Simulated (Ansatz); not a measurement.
`CC[SiH](O)F` + H₂S → `O[SiH](F)S` + `CC`  (ligand exchange at the Si–C bond)

Computed with Ansatz on PBE0-D4/def2-TZVP structures; ΔE is electronic, products minus reactants. CCSD(T)/CBS adds triple-zeta CCSD(T) − MP2 to the extrapolated MP2 energy (def2 sets, frozen cores). This one scheme is used for every species. DFT in def2-TZVPP. HSE06 is defined as in plane-wave codes. One conformer a species, not always the lowest.

```json
{"level": "HSE06", "ΔE (kJ/mol)": "-71.1"}
{"level": "HF/def2-TZVPP", "ΔE (kJ/mol)": "-70.1"}
```

(1) What does CCSD(T)/CBS give? (An estimate is asked.)

Largest T1 diagnostic among the species: 0.012.

## Answers

(1) The calculation gave: -66.3 kJ/mol. The listed levels differ from it by -4.8, -3.8 kJ/mol.

At CCSD(T), def2-SVP lies +6.5 kJ/mol from the extrapolated value and def2-TZVPP +2.5 kJ/mol. Leaving LDA and LC-ωPBE aside and taking each functional with its dispersion term where it has one, the values, not all of them listed here, spread over 7.2 kJ/mol, from B97M-V to CAM-B3LYP-D4. LDA lies +5.2 kJ/mol from PBE without D4.
